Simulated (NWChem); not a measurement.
# C$_{2}$H$_{2}$BrF; SMILES C=C(F)Br

```xyz
6

C     -1.2106     1.6335     0.0000
C     -0.0779     0.9424     0.0000
F      1.1116     1.5110     0.0000
Br     0.0304    -0.9313     0.0000
H     -2.1741     1.1277     0.0000
H     -1.1652     2.7243     0.0000
```
Atoms are numbered in this order, from 1.

Results from NWChem. Geometry optimised at PBE0/def2-SVP; all other runs use it. Pople sets run with spherical d functions. This build's default masses of Se (78.918 u) and Br (79.917 u) are each other's, which moves their modes by up to 0.6 %. Vzz has the sign of the potential's second derivative.

| quantity | level | value |
|---|---|---|
| orbital gap (eV) | B3LYP/6-31G* | 6.92 |
| Vzz Br4 (a.u.) | PBE/def2-SVP | 7.042 |
| isotropic polarisability (bohr³) at 589 nm | B3LYP/def2-SVP | 37.4 |
| cavity-dispersion-structure term (kcal/mol) in 1,4-dioxane | PBE0/6-31G*, SMD | -0.1 |
| dipole (D) | PBE0/def2-SVP | 1.17 |
| highest harmonic frequency (cm⁻¹) | PBE0/def2-SVP | 3324 |
